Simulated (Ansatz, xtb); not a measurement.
# GeH7NSSi: which of two isomers lies lower

We compare X, `N[Si@@H](S)[GeH3]`, a singlet, with Y, `N[SiH2][GeH2][SH]`, a singlet. Both are isolated molecules in the gas phase, relaxed with PBE0-D3(BJ)/def2-SVP; the shapes shown needn't be the lowest conformers.

X (Å):

```xyz
11

Ge   -1.6089   -1.4746    1.8078
N     0.5283    0.6020    0.3176
S    -0.0763   -1.7804   -1.6023
Si   -0.8149   -0.3689   -0.1444
H     0.6013    0.9959    1.2475
H     1.0714    1.1186   -0.3650
H    -1.9593    0.3315   -0.8189
H    -1.2164   -1.7835   -2.3265
H    -1.9950   -0.4776    2.9228
H    -0.5274   -2.4187    2.3650
H    -2.8573   -2.3098    1.4661
```

Y (Å):

```xyz
11

Ge   -0.7208   -0.9018    0.7043
N     1.6439    1.0916    2.1779
S     1.0410   -1.9246   -0.2560
Si    0.2957    0.0959    2.6277
H     1.4385    2.0121    1.8025
H     2.3758    0.6548    1.6244
H     0.7608   -1.0130    3.5135
H    -0.6957    0.9478    3.3502
H    -1.8534   -1.9246    0.9429
H    -1.2358    0.1563   -0.2971
H     0.5045   -1.9946   -1.4931
```

Task: Which of the two would you expect CCSD(T)/def2-SVP + ΔMP2/def2-TZVPP electronic energies to favour?

Result: Structure X; the calculation gives E(Y) − E(X) = +4.5 kcal/mol.

Level by level:

```tsv
level	geometry	E(Y) − E(X) (kcal/mol)	departure from the last row (kcal/mol)	job, with rough time for the two
GFN2-xTB	GFN2-xTB	−5.7	−10.3	optimisation, 0.21 s
HF/STO-3G	GFN2-xTB	+3.2	−1.3	single point, 0.36 s
r2SCAN-D4/def2-SVP	GFN2-xTB	+2.4	−2.2	single point, 2.4 s
PBE0-D3(BJ)/def2-SVP	PBE0-D3(BJ)/def2-SVP	+4.4	−0.1	optimisation, 88 s
HF/def2-SVP	PBE0-D3(BJ)/def2-SVP	+3.4	−1.1	part of the CCSD(T) run
MP2/def2-SVP	PBE0-D3(BJ)/def2-SVP	+4.3	−0.3	part of the CCSD(T) run
CCSD(T)/def2-SVP	PBE0-D3(BJ)/def2-SVP	+4.0	−0.5	single point
CCSD(T)/def2-SVP + ΔMP2/def2-TZVPP	PBE0-D3(BJ)/def2-SVP	+4.5		single point, 26 s
```

As drawn, Y has 1 Ge–S, 1 Si–H in place of 1 S–Si, 1 Ge–H.

GFN2-xTB puts the two in the other order. The largest departure from CCSD(T)/def2-SVP + ΔMP2/def2-TZVPP is that of GFN2-xTB, 10.3 kcal/mol. The last row adds to CCSD(T) the change of the MP2 difference between the two basis sets, here +0.5 kcal/mol.

With thermal terms from frequencies at re-optimised GFN2-xTB minima (ideal gas, soft modes damped towards free rotors, one conformer each, 298.15 K, 1 atm): the zero-point term adds −0.7 kcal/mol; ΔH is +4.0 and ΔG +3.8 kcal/mol.

The correlated steps freeze 20 core orbitals; the filled d shell of Ge is correlated, in a basis made for valence electrons. Mirror images aren't counted in ΔG. Run with Ansatz 0.2.0, xtb 6.7.1; the last row on 2 threads of Intel(R) Xeon(R) 6975P-C (Granite Rapids) on a shared host.
